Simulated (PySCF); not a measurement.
**Steps of a relaxation of Bi(NH2)3**

Bi(NH2)3 (singlet; a saddle point, relaxed within its symmetry). PySCF 2.14.0, RKS PBE0, Bi def2-SVP with ECP60, N def2-SVP, H def2-SVP; non-relativistic Hamiltonian with scalar-relativistic core potentials where named; density fitting; no spin-orbit coupling. Origin of the start: template. Columns: position (Å) and force (eV/Å). Energies are counted from the last step; some of the 6 steps are shown. Forces carry noise of the integration grid, about 0.01 to 0.03 eV/Å.

Run from Python with OMP_NUM_THREADS=2. Where DIIS fails, smearing, a level shift and second-order steps follow.
It took 14 s on 2 threads of Arm Neoverse V2, with other jobs on the host, from the converged density of the start.

```xyz
10
step 0  E = 0.492 eV
Bi    0.0000    0.0000    0.0000     0.00    0.00    0.00
N     2.1240    0.0000    0.0000     2.01    0.00    0.00
H     2.7140    0.0000    0.8300     0.29    0.00    0.06
H     2.7140    0.0000   -0.8300     0.29    0.00   -0.06
N    -1.0620    1.8394    0.0000    -1.01    1.74    0.00
H    -1.3570    2.3504    0.8300    -0.14    0.25    0.06
H    -1.3570    2.3504   -0.8300    -0.14    0.25   -0.06
N    -1.0620   -1.8394    0.0000    -1.01   -1.74    0.00
H    -1.3570   -2.3504    0.8300    -0.14   -0.25    0.06
H    -1.3570   -2.3504   -0.8300    -0.14   -0.25   -0.06
```

```xyz
10
step 2  E = 0.008 eV
Bi    0.0000    0.0000    0.0000     0.00    0.00    0.00
N     2.2452    0.0000    0.0000    -0.02    0.00    0.00
H     2.8390    0.0000    0.8291     0.11    0.00   -0.01
H     2.8390    0.0000   -0.8291     0.11    0.00    0.01
N    -1.1226    1.9444    0.0000     0.01   -0.01    0.00
H    -1.4195    2.4587    0.8291    -0.06    0.10   -0.01
H    -1.4195    2.4587   -0.8291    -0.06    0.10    0.01
N    -1.1226   -1.9444    0.0000     0.01    0.01    0.00
H    -1.4195   -2.4587    0.8291    -0.06   -0.10   -0.01
H    -1.4195   -2.4587   -0.8291    -0.06   -0.10    0.01
```

```xyz
10
step 3  E = 0.000 eV
Bi    0.0000    0.0000    0.0000     0.00    0.00    0.00
N     2.2575    0.0000    0.0000    -0.04    0.00    0.00
H     2.8599    0.0000    0.8244     0.02    0.00    0.00
H     2.8599    0.0000   -0.8244     0.02    0.00    0.00
N    -1.1287    1.9550    0.0000     0.02   -0.03    0.00
H    -1.4300    2.4768    0.8244    -0.01    0.02    0.00
H    -1.4300    2.4768   -0.8244    -0.01    0.02    0.00
N    -1.1287   -1.9550    0.0000     0.02    0.03    0.00
H    -1.4300   -2.4768    0.8244    -0.01   -0.02    0.00
H    -1.4300   -2.4768   -0.8244    -0.01   -0.02    0.00
```

Q: Where does the relaxation end?

A: It converges at step 5 in D3h:
```xyz
10
step 5  E = 0
Bi    0.0000    0.0000    0.0000
N     2.2576    0.0000    0.0000
H     2.8624    0.0000    0.8232
H     2.8624    0.0000   -0.8232
N    -1.1288    1.9551    0.0000
H    -1.4312    2.4789    0.8232
H    -1.4312    2.4789   -0.8232
N    -1.1288   -1.9551    0.0000
H    -1.4312   -2.4789    0.8232
H    -1.4312   -2.4789   -0.8232
```

Q: How did the contacts change?

A: 
```csv
contact,start (Å),end (Å)
Bi1–N2 (NH2),2.124,2.258
Bi1–N5 (NH2),2.124,2.258
Bi1–N8 (NH2),2.124,2.258
```
